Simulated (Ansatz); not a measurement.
Start from `[SH][Ge]([Cl])([Cl])[Cl]` and change one element to get `[OH][Ge]([Cl])([Cl])[Cl]`.

Ansatz, PBE0-D4/def2-TZVP geometries, multiplicity 1. Each molecule was computed in one conformer, which needn't be the lowest.

Scalar relativity is left out up to krypton.

```
                                      property  `[SH][Ge]([Cl])([Cl])[Cl]`
zero-point energy (PBE0-D4/def2-TZVP) / kJ/mol                        36.4
       HOMO–LUMO gap (ωB97M-V/def2-TZVPP) / eV                       10.64
         LUMO energy (ωB97M-V/def2-TZVPP) / eV                        0.07
          HOMO–LUMO gap (PBE0/def2-TZVPP) / eV                        6.38
           LUMO energy (B3LYP/def2-TZVPP) / eV                       -2.28
size of the dipole moment (PBE/def2-TZVPP) / D                        1.38
```

Problem. What does the change do to each property? (Estimate.)

Solution. The calculation gave: 
| property | `[OH][Ge]([Cl])([Cl])[Cl]` | shift |
| --- | --- | --- |
| zero-point energy (PBE0-D4/def2-TZVP) / kJ/mol | 47.3 | 10.9 |
| HOMO–LUMO gap (ωB97M-V/def2-TZVPP) / eV | 12.18 | 1.54 |
| LUMO energy (ωB97M-V/def2-TZVPP) / eV | 0.41 | 0.34 |
| HOMO–LUMO gap (PBE0/def2-TZVPP) / eV | 7.83 | 1.45 |
| LUMO energy (B3LYP/def2-TZVPP) / eV | -2.00 | 0.28 |
| size of the dipole moment (PBE/def2-TZVPP) / D | 1.39 | 0.01 |

With PBE0 the HOMO falls by 1.13 eV and the LUMO rises by 0.31 eV, so the gap widens by about 1.44 eV. PBE moves the HOMO by -0.92 eV and ωB97M-V by -1.20 eV. Dipoles are sizes alone; their direction can turn.

B3LYP here is the variant with VWN-RPA as its local correlation; programs differ in this.
